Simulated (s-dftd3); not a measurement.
Cl₃Ti, charge +1, singlet, geometry from GFN2-xTB (such geometries of metal compounds can be far from the true shape) (the multiplicity is a formal guess); D3(op) for pbe0 (s-dftd3).

Here is a job for s-dftd3.
```
$ s-dftd3 mol.xyz --op pbe0 --json dftd3.json --noedisp --grad

# file mol.xyz
4

Ti     0.10914501     0.56295754     0.36036279
Cl     1.80190768    -0.38074871    -0.50003049
Cl    -0.78707573    -1.07398983     1.36708778
Cl    -1.15607844     0.72620526    -1.33340913
```

Problem. What does s-dftd3 print? Leave out banner, timings and long lists.

Solution. 
```
-----------------------------------
 s i m p l e   D F T - D 3  v1.4.0
-----------------------------------

Optimized power damping: pbe0-D3(op)
--------------------
   s6        0.8829
   s8        0.0000
   s9        0.0000
   a1        0.1500
   a1        4.7500
  alp       14.0000
 beta        6.0000
--------------------

Dispersion energy:      -3.8974330073681E-03 Eh

Gradient norm:           9.2306109957141E-04 Eh/a0
--------------------------------------------------
     #    Z           dE/dx      dE/dy      dE/dz
--------------------------------------------------
     1   22 Ti   -8.734E-05 -4.505E-04 -2.884E-04
     2   17 Cl    4.132E-04  1.215E-04  2.454E-05
     3   17 Cl   -1.246E-04 -2.250E-05  4.124E-04
     4   17 Cl   -2.013E-04  3.515E-04 -1.486E-04
--------------------------------------------------

Virial:
--------------------------------------------------
      component           x          y          z
--------------------------------------------------
          x       2.014E-03 -4.135E-04 -2.647E-04
          y      -4.135E-04 -3.866E-05 -1.365E-03
          z      -2.647E-04 -1.365E-03  1.220E-03
--------------------------------------------------

[Info] JSON dump of results written to 'dftd3.json'
```
